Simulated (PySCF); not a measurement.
B2H8N2.
SMILES with atom numbers: `[BH2-:1]1[NH2+:2][BH2-:3][NH2+:4]1` (hydrogens: H5, H6 on B1; H7, H8 on N2; H9, H10 on B3; H11, H12 on N4)

Theory: core-valence-separated Tamm–Dancoff BHandHLYP/aug-pcX-1 (pcseg-1 on H) in PySCF, non-relativistic, gas phase, PBE0-D3(BJ)/def2-SVP geometry.

Computed nitrogen K-edge spectrum, Gaussian lines of 0.4 eV full width, highest printed point 100; it ends one width below the last computed root. The energies are unshifted.

(photon energy (eV), absorption): (399.3, 1), (399.4, 3), (399.5, 9), (399.6, 22), (399.7, 35), (399.8, 41), (399.9, 34), (400.0, 20), (400.1, 11), (400.2, 14), (400.3, 34), (400.4, 69), (400.5, 99), (400.6, 100), (400.7, 72), (400.8, 36), (400.9, 13), (401.0, 3), (401.1, 1), (401.2, 0), (401.3, 0), (401.4, 0), (401.5, 0), (401.6, 0), (401.7, 0), (401.8, 0), (401.9, 0), (402.0, 0), (402.1, 2), (402.2, 7)

Problem. Where are the maxima, and which lines make them up?

Solution. 2 maxima:
- 399.8 eV: N2/N4 (nitrogen bonded to 2 B and 2 H), 399.79 eV, f = 0.024, sum of 2, 100 % of the height at the exact maximum
- 400.6 eV: N2/N4 (nitrogen bonded to 2 B and 2 H), 400.55 eV, f = 0.060, sum of 2, 100 % of the height at the exact maximum

Roots within 0.03 eV on the same or equivalent atoms count as one line; shares under 12 % aren't listed.

Vibrational structure and lifetime widths aren't in the curve. The ionisation threshold wasn't computed; near and above it a finite basis only mimics Rydberg series and continuum.
